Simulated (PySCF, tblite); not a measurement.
Isomers of C3H6ClFO2S, one GFN2-xTB conformer each. Single-point energies are computed at PBE0/pcSseg-1 (PySCF, gas phase, no added dispersion term), electronic only.

```json
{"SMILES": "CC[C@@H](F)S(=O)(=O)Cl", "GFN2-xTB relative energy (kcal/mol)": "4.7"}
{"SMILES": "C[C@H](CF)S(=O)(=O)Cl", "GFN2-xTB relative energy (kcal/mol)": "0.0"}
```

Conformers: `[CH3:1][CH2:2][C@@H:3]([F:4])[S:5](=[O:6])(=[O:7])[Cl:8]` with C1–C2–C3–F4 179°, C2–C3–S5–O6 -45°; `[CH3:1][C@H:2]([CH2:3][F:4])[S:5](=[O:6])(=[O:7])[Cl:8]` with C1–C2–C3–F4 75°, C1–C2–S5–O6 -52°.

Problem. What does PBE0/pcSseg-1 give for the same structures?

Solution. 
```
                SMILES  PBE0/pcSseg-1 E (Eh)  PBE0/pcSseg-1 (kcal/mol)  GFN2-xTB (kcal/mol)  point group
 C[C@H](CF)S(=O)(=O)Cl           -1225.79120                       0.0                  0.0           C1
CC[C@@H](F)S(=O)(=O)Cl           -1225.78714                       2.5                  4.7           C1
```

Both levels put the same isomer lowest. 

Problem. Which frontier levels, dipoles and rotational constants go with these structures?

Solution. 
```
                SMILES  HOMO (eV, PBE0/pcSseg-1)  LUMO (eV)  dipole (D)      A, B, C (MHz)
 C[C@H](CF)S(=O)(=O)Cl                     -9.30      -1.62        2.73   2075, 1031, 1006
CC[C@@H](F)S(=O)(=O)Cl                     -9.16      -1.59        3.65  2295, 1199, 962.0
```

Problem. What happens when harmonic zero-point energies from GFN2-xTB frequencies are added?

Solution. 
| SMILES | ZPE (kcal/mol) | electronic (kcal/mol) | with ZPE (kcal/mol) |
| --- | --- | --- | --- |
| C[C@H](CF)S(=O)(=O)Cl | 59.5 | 0.0 | 0.0 |
| CC[C@@H](F)S(=O)(=O)Cl | 59.6 | 2.5 | 2.6 |

The zero-point energies span 0.1 kcal/mol. The order is unchanged.
